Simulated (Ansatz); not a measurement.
Calculation: frozen-core CCSD(T)/cc-pVTZ // PBE-D3(BJ)/def2-TZVP (Ansatz, a program for electronic structure).

Ansatz 0.2 input:
```yaml
crystal:
  periodic: [false, false, false]
  atoms:
    - { symbol: F, position_ang: [0.176473, -1.36298, 1.678053] }
    - { symbol: B, position_ang: [0.067464, -0.524203, 0.639949] }
    - { symbol: Si, position_ang: [-1.795652, -0.011995, -0.031009] }
    - { symbol: Si, position_ang: [1.768393, 0.209041, -0.228073] }
    - { symbol: H, position_ang: [-2.87919, -0.961906, 0.374808] }
    - { symbol: H, position_ang: [-2.112553, 1.344129, 0.530087] }
    - { symbol: H, position_ang: [-1.783016, 0.11833, -1.52328] }
    - { symbol: H, position_ang: [1.998217, -0.575753, -1.487347] }
    - { symbol: H, position_ang: [2.991934, 0.107524, 0.628599] }
    - { symbol: H, position_ang: [1.560892, 1.637513, -0.62931] }
basis:
  gaussian: { orbitals: cc-pVTZ }
correlation:
  method: ccsd_t
```

Output:

```
Functional definition: HF
1232 factors; integrals over basis functions are off by at most 8.9e-4 eV
mean field evaluation 1: about -19196.8345 eV, gradient 2.7e1 eV
mean field evaluation 2: about -19197.0233 eV, gradient 2.7e1 eV
mean field evaluation 4: about -19199.4918 eV, gradient 3.8e0 eV
mean field evaluation 8: about -19199.5682 eV, gradient 1.4e-1 eV
mean field evaluation 16: about -19198.7846 eV, gradient 1.6e1 eV
mean field -19199.56835281 eV, -705.5711230308 hartree, gradient 3.9e-6 eV, S^2 0.000000; 0 other end points of the search recorded, 0 dependent functions left out
12 core orbitals not correlated
reference -19199.56835281 eV, -705.5711230308 hartree; 12, 12 occupied and 188, 188 virtual orbitals, 1232 factors
second order -16.33241885 eV of doubles, -0.00000000 eV of singles
cycle   1  -17.22994970 eV  change   -9.0e-1 eV  update   1.1e-1
cycle   2  -17.74657242 eV  change   -5.2e-1 eV  update   3.4e-2
cycle   3  -17.87242016 eV  change   -1.3e-1 eV  update   2.0e-2
cycle   4  -17.85935907 eV  change    1.3e-2 eV  update   5.1e-3
cycle   5  -17.85753215 eV  change    1.8e-3 eV  update   2.0e-3
cycle   6  -17.85800565 eV  change   -4.7e-4 eV  update   6.1e-4
cycle   7  -17.85760374 eV  change    4.0e-4 eV  update   2.0e-4
cycle   8  -17.85759841 eV  change    5.3e-6 eV  update   6.8e-5
cycle   9  -17.85765575 eV  change   -5.7e-5 eV  update   2.5e-5
cycle  10  -17.85765252 eV  change    3.2e-6 eV  update   9.0e-6
perturbative correction -0.58975051 eV, -0.0216729316 hartree
Total energy: -19218.01575584 eV, -706.2490525880 hartree
```

Cost: roughly 3 core-minutes.
